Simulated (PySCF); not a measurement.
## How methods differ on the interval between two levels of Ni

Ni [Ar] 3d8 4s2 [3F4, M_J = 4] → Ni [Ar] 3d7 4s2 4p1 [5G6, M_J = 6], as a difference of total energies. Calculation: PySCF 2.14, in x2c-TZVPall-2c with one added diffuse shell each of s, p, d type (7s8p5d1f, 63 functions); the two-component X2C-1e Hamiltonian. Correlated levels: [Ne] frozen; the 6 highest virtual spinors dropped. "Screened" scales the spin-orbit matrix elements by Boettger's factors to mimic the two-electron term; Breit and QED terms are absent.

| method | interval between two levels (cm⁻¹) |
| --- | --- |
| GHF (spin-free) | 49349 |
| GMP2 (spin-free) | 65246 |
| GHF (screened spin-orbit) | 49417 |
| GMP2 (screened spin-orbit) | 65329 |

The labels give the starting determinants; with spin-orbit coupling the two ends relaxed to ⟨J²⟩ = 20.01, ⟨L²⟩ = 12.01, ⟨S²⟩ = 2.00 and ⟨J²⟩ = 42.01, ⟨L²⟩ = 20.04, ⟨S²⟩ = 5.99.
